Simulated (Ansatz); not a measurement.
The same molecule with X = N, As, Sb. Ansatz, PBE0-D4/def2-TZVP geometries, multiplicity 1.

Elements past krypton have def2 core potentials. Scalar relativity is left out up to krypton.

```csv
X,molecule,mean X–C bond length / Å,mean X–H bond length / Å,mean X–Si bond length / Å,HOMO energy (PBE0/def2-TZVPP) / eV,LUMO energy (PBE0/def2-TZVPP) / eV,LUMO energy (PBE/def2-TZVPP) / eV
N,`CN[SiH3]`,1.447,1.007,1.716,-6.79,0.47,-0.36
As,`C[AsH][SiH3]`,1.980,1.525,2.360,-7.04,0.09,-0.71
```

**Question.** Give the row for X = Sb, `[CH3][SbH][SiH3]`. (An estimate is asked.)

**Answer.** Computed: 
```tsv
X	molecule	mean X–C bond length / Å	mean X–H bond length / Å	mean X–Si bond length / Å	HOMO energy (PBE0/def2-TZVPP) / eV	LUMO energy (PBE0/def2-TZVPP) / eV	LUMO energy (PBE/def2-TZVPP) / eV
Sb	`[CH3][SbH][SiH3]`	2.169	1.712	2.571	-6.87	-0.46	-1.20
```

From N to Sb the mean X–C bond length rises at each step, by 0.722 Å in all; the mean X–H bond length rises at each step, by 0.705 Å in all; the mean X–Si bond length rises at each step, by 0.855 Å in all; the HOMO energy (PBE0/def2-TZVPP) isn't monotonic: highest at N, lowest at As; the LUMO energy (PBE0/def2-TZVPP) falls at each step, by 0.93 eV in all; the LUMO energy (PBE/def2-TZVPP) falls at each step, by 0.84 eV in all. Bonds lengthen as the atom grows down the group.

Spin–orbit coupling is left out; it splits and shifts lone-pair levels of the heavy atoms by tenths of an eV.
